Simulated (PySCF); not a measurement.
## Dipole response of Mo (molybdenum, neutral)

[Kr] 4d5 5s1, high-spin 7S determinant. All numbers are calculated (PySCF 2.14, a scalar-relativistic core potential, in aug-cc-pwCVTZ-PP with ECP28MDF). Coupled (time-dependent) response in atomic units; α is the mean over directions.

| method | mean α (bohr³) | C₆ (like pair) | S(−4) |
| --- | --- | --- | --- |
| TPSS | 75.57 | 800.6 | 3176 |

S(−4) is the Cauchy moment in α(ω) = α(0) + S(−4) ω² + …

Reference α: 87 ± 6 bohr³ (recommended; Schwerdtfeger and Nagle, table of static dipole polarizabilities (2023 update)). Published C₆: 1030 (Gould and Bucko (2016)).

α(iu) at TPSS:

```csv
u (hartree),α(iu) (bohr³)
0,75.57
0.0500,68.54
0.100,54.55
0.200,33.22
0.300,22.58
0.500,13.18
0.750,8.269
1.00,5.805
1.50,3.392
2.00,2.237
3.00,1.175
5.00,0.4807
```

A single London oscillator, α(iu) = α/(1 + u²/ω²), gives C₆ = (3/4) ω α². Matching the computed C₆ needs ω = 4 × 800.6 / (3 × 75.57²) = 0.187 hartree.

Energies and moments cover only the electrons outside the core potential.
